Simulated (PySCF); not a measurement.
## Sc: ionisation energy

Sc [Ar] 3d1 4s2 (2D) → Sc⁺ [Ar] 3d1 4s1 (3D), as a difference of total energies. Calculation: PySCF 2.14, in def2-TZVP; the non-relativistic Hamiltonian (point nucleus). Correlated levels: valence: [Ar] frozen. The calculations carry no spin-orbit coupling.

Order these methods by the ionisation energy they give, lowest first.
A. SCS-MP2 (valence)
B. M06-2X
C. MP2 (valence)
D. UHF

D (5.367 eV), C (6.005 eV), A (6.134 eV), B (6.777 eV).

These non-relativistic numbers lack the scalar-relativistic shift.

Errors of the correlated levels include the incompleteness of this basis and the frozen core.

MP2 underrates the near-degeneracy of ns² with np² in the lower species.

For comparison: 6.562 eV (measured; NIST levels, between the centres of gravity of the two terms).
